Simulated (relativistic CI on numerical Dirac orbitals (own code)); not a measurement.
## Pt2+ (5d8) in a crystal field

Calculated by Dirac-Coulomb-Breit CI, KLI orbitals optimised for each configuration, model QED, valence Slater integrals scaled by 0.85, one configuration in a parametric crystal field (own radial code).

Field parameters in Wybourne normalisation: Oh B⁴₀ = 21Dq, B⁴₄ = √(5/14) B⁴₀. The field is a parameter set, without covalency.

S and J are read from ⟨S²⟩ = S(S + 1) and ⟨J²⟩ = J(J + 1) of each level; they are not fictitious spins.

Oh, 10Dq = 5500 cm⁻¹, the lowest 10 levels:

```
E (cm⁻¹)  Degeneracy  Irrep     S     J
     0.0           3     T2  0.98  3.91
    3810           2      E  0.95  3.91
    4859           3     T1  0.97  3.95
    6551           1     A1  0.95  3.94
    9111           2      E  0.60  2.24
    9975           3     T2  0.84  2.51
   11910           1     A2  1.00  3.00
   13770           3     T1  1.00  3.01
   14929           3     T2  0.79  2.69
   18042           3     T2  1.00  2.04
```

Oh, 10Dq = 9950 cm⁻¹, the lowest 10 levels:

```csv
E (cm⁻¹),Degeneracy,Irrep,S,J
0.0,3,T2,0.99,3.79
6927,2,E,0.82,3.59
9107,3,T1,0.97,3.86
11130,2,E,0.66,2.81
11813,1,A1,0.88,3.76
13050,3,T2,0.89,2.70
15226,1,A2,1.00,3.00
18568,3,T1,0.99,2.97
20341,3,T2,0.73,2.45
21587,3,T2,0.93,2.33
```

Oh, 10Dq = 14350 cm⁻¹, the lowest 10 levels:

```json
{"E (cm⁻¹)": "0.0", "Degeneracy": "3", "Irrep": "T2", "S": "0.99", "J": "3.70"}
{"E (cm⁻¹)": "8963", "Degeneracy": "2", "Irrep": "E", "S": "0.54", "J": "3.10"}
{"E (cm⁻¹)": "13384", "Degeneracy": "3", "Irrep": "T1", "S": "0.97", "J": "3.79"}
{"E (cm⁻¹)": "14051", "Degeneracy": "2", "Irrep": "E", "S": "0.84", "J": "3.43"}
{"E (cm⁻¹)": "15891", "Degeneracy": "1", "Irrep": "A1", "S": "0.73", "J": "3.49"}
{"E (cm⁻¹)": "16679", "Degeneracy": "3", "Irrep": "T2", "S": "0.92", "J": "2.81"}
{"E (cm⁻¹)": "18948", "Degeneracy": "1", "Irrep": "A2", "S": "1.00", "J": "3.00"}
{"E (cm⁻¹)": "23426", "Degeneracy": "3", "Irrep": "T1", "S": "0.98", "J": "2.84"}
{"E (cm⁻¹)": "24438", "Degeneracy": "3", "Irrep": "T2", "S": "0.88", "J": "2.16"}
{"E (cm⁻¹)": "26279", "Degeneracy": "1", "Irrep": "A1", "S": "0.54", "J": "3.78"}
```

Oh, 10Dq = 18800 cm⁻¹, the lowest 10 levels:

| E (cm⁻¹) | Degeneracy | Irrep | S | J |
| --- | --- | --- | --- | --- |
| 0.0 | 3 | T2 | 0.99 | 3.63 |
| 9973 | 2 | E | 0.34 | 2.90 |
| 17739 | 3 | T1 | 0.97 | 3.73 |
| 17865 | 2 | E | 0.93 | 3.66 |
| 18425 | 1 | A1 | 0.50 | 3.33 |
| 20653 | 3 | T2 | 0.93 | 2.89 |
| 22947 | 1 | A2 | 1.00 | 3.00 |
| 28217 | 3 | T1 | 0.98 | 2.69 |
| 28430 | 3 | T2 | 0.91 | 2.14 |
| 29781 | 1 | A1 | 0.73 | 3.66 |

Oh, 10Dq = 23200 cm⁻¹, the lowest 16 levels:

| E (cm⁻¹) | Degeneracy | Irrep | S | J |
| --- | --- | --- | --- | --- |
| 0.0 | 3 | T2 | 0.99 | 3.58 |
| 10500 | 2 | E | 0.23 | 2.86 |
| 19792 | 1 | A1 | 0.33 | 3.28 |
| 21971 | 2 | E | 0.96 | 3.72 |
| 22063 | 3 | T1 | 0.98 | 3.69 |
| 24742 | 3 | T2 | 0.94 | 2.94 |
| 27034 | 1 | A2 | 1.00 | 3.00 |
| 32484 | 3 | T2 | 0.91 | 2.15 |
| 32830 | 3 | T1 | 0.98 | 2.56 |
| 33880 | 1 | A1 | 0.84 | 3.40 |
| 34885 | 2 | E | 0.91 | 2.31 |
| 36264 | 3 | T2 | 0.43 | 2.81 |
| 40210 | 3 | T1 | 0.17 | 3.83 |
| 48629 | 1 | A1 | 0.94 | 2.21 |
| 51484 | 3 | T1 | 0.98 | 2.55 |
| 53228 | 2 | E | 0.96 | 2.37 |

The free-ion ground term has S = 1. Every field shown keeps that spin.

Levels of this model without a field, named by their leading LS term: 3F_4 0, 1D_2 7173, 3F_3 9091, 3P_2 15599, 3P_0 17932, 3P_1 20061, 1G_4 22462, 1D_2 25037 cm⁻¹.
